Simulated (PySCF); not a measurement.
A GIAO shielding run with PySCF (density fitting, non-relativistic, gas phase) on SMILES CNCC([SiH3])[SiH3], C₃H₁₃NSi₂:

```
$ OMP_NUM_THREADS=1 python probes_run.py task.json out

{"job": {"kind": "nmr", "xc": "PBE0", "basis": "pcSseg-1"}, "charge": 0, "multiplicity": 1}
C     -2.682001     0.113344    -0.523799
N     -1.300229    -0.290749    -0.676298
C     -0.523346    -0.243531     0.548291
C      0.936704    -0.451644     0.176446
Si     1.183001     0.504219    -1.460992
Si     2.105503     0.009587     1.595904
H     -3.184409     0.040836    -1.487182
H     -2.707684     1.152632    -0.195235
H     -3.232660    -0.493802     0.210358
H     -1.260130    -1.231607    -1.057827
H     -0.658221     0.756018     0.974086
H     -0.868495    -0.971573     1.304237
H      1.084252    -1.515035    -0.041527
H      2.630797     0.693184    -1.648715
H      0.552398     1.817048    -1.373215
H      0.696112    -0.245855    -2.618999
H      2.008357     1.441652     1.884551
H      3.478993    -0.341114     1.235596
H      1.731255    -0.734360     2.806079
```

Hardware: 1 thread of an Intel Xeon, shared host. The job also computes population analyses, field gradients.

(1) How large is the calculation?

(2) How long does it take, and how much memory does it need?

Answers

(1) 66 electrons, 181 basis functions and 981 auxiliary functions.

(2) 110 s of wall time, with 12 SCF cycles and 4 response iterations; peak memory 0.82 GiB. Times on a shared host scatter by some tens of per cent.
